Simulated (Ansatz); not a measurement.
Species: fluoro selenohypofluorite, SeF2, net charge 0, singlet state. 
Structure (B3LYP-D3(BJ)/def2-TZVP (Ansatz, a program for electronic structure) minimum search):
```xyz
3

Se     0.0193    -0.0172     0.4006
F      0.6474     1.1463    -0.7415
F     -0.7202    -1.0811    -0.7717
```

Parts of the frozen-core correlation energy in STO-3G (Ansatz, hartree). Frozen orbitals: 16; correlated occupied orbitals by spin: 10 and 10; virtual: 2 and 2. No spin-orbit coupling. Non-relativistic.

| term | value |
|---|---|
| reference (HF) | -2569.54541 |
| MP2 opposite-spin | … |
| MP2 same-spin | … |
| CCSD correlation | … |
| (T) | -0.00181 |
| FCI minus CCSD(T) | -0.00102 |
| T1 diagnostic | 0.012 |
| largest doubles amplitude | 0.096 |

Problem. Some entries are withheld; supply them.

Solution. 
- MP2 opposite-spin, value: -0.05389
- MP2 same-spin, value: -0.00362
- CCSD correlation, value: -0.08162
